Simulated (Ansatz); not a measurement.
Basis sets compared for B(NCMe)H3 (C₂H₆BN). Charge 0, multiplicity 1. Geometry r2SCAN-D4/def2-SVP. Ansatz on 4 threads of Intel Xeon on a shared host; times are rough, and most runs start from earlier orbitals.

```xyz
10

B    -1.295   -1.614   -0.258
N    -0.347   -0.432   -0.068
C     0.372    0.463    0.074
C     1.270    1.582    0.253
H     1.392    1.804    1.324
H     0.869    2.475   -0.250
H     2.257    1.349   -0.175
H    -1.348   -1.816   -1.463
H    -2.371   -1.263    0.208
H    -0.799   -2.549    0.356
```

B3LYP takes the VWN-RPA correlation.

Binding counts from free atoms (B doublet, N quartet, C triplet, H doublet) in the same basis, without a counterpoise term.

| level | functions | energy (Eh) | HOMO (eV) | LUMO (eV) | binding per atom (eV) | wall time |
| --- | --- | --- | --- | --- | --- | --- |
| PBE-D4/def2-SVP | 86 | -159.0644 | -6.30 | -1.38 | 4.14 | 1.9 s |
| B3LYP-D4/6-31G | 48 | -159.3669 | -7.22 | -0.48 | 3.92 | 1.7 s |
| PBE0-D4/def2-SVP | 86 | -159.0812 | -7.55 | -0.42 | 4.05 | 2 s |

Question: Estimate the rows for PBE-D4/def2-TZVP (with forces), B3LYP-D4/def2-TZVP, PBE0-D4/def2-TZVP.

Answer: 
| level | functions | energy (Eh) | HOMO (eV) | LUMO (eV) | binding per atom (eV) | wall time |
| --- | --- | --- | --- | --- | --- | --- |
| PBE-D4/def2-TZVP (with forces) | 160 | -159.2406 | -6.42 | -1.48 | 4.11 | 3.8 s |
| B3LYP-D4/def2-TZVP | 160 | -159.4758 | -7.45 | -0.77 | 4.02 | 3.5 s |
| PBE0-D4/def2-TZVP | 160 | -159.2541 | -7.62 | -0.49 | 4.01 | 3.7 s |
